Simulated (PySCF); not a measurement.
Ti(Cl)3(OMe) (CH3Cl3OTi), SMILES C[O][Ti]([Cl])([Cl])[Cl], multiplicity 1. Heavy atoms are numbered as in [Ti:1]([Cl:2])([Cl:3])([Cl:4])[O:5][CH3:6]. Hydrogens are named by the atom that carries them.

Geometry optimised at PBE0-D3(BJ)/def2-SVP. The spin state was assumed, not searched. One conformer was computed; it need not be the lowest.

All values below come from HF/pcSseg-1 in PySCF.

GIAO shieldings, no solvent; atoms alike by connectivity are averaged. δ = σ(ref) − σ: ³⁵Cl against HCl (σ = 958.2 ppm); ¹⁷O against H2O (σ = 333.0 ppm); ¹³C against TMS (σ = 192.6 ppm); ¹H against TMS (σ = 31.99 ppm), references at their B3LYP-D3(BJ)/def2-TZVP geometries, non-relativistic (without spin–orbit terms, shifts of atoms bonded to Cl or Br come out too high).

| atoms | nucleus | count | δ (ppm) |
|---|---|---|---|
| Cl2 | ³⁵Cl | 3 | (withheld) |
| O5 | ¹⁷O | 1 | (withheld) |
| C6 (CH3) | ¹³C | 1 | 68.9 |
| H on C6 | ¹H | 3 | 4.46 |

Problem. Fill in the missing entries. (Estimate from the structure and the level; the computed values follow.)

Solution. 
- Cl2, δ (ppm): 601.7
- O5, δ (ppm): 346.0
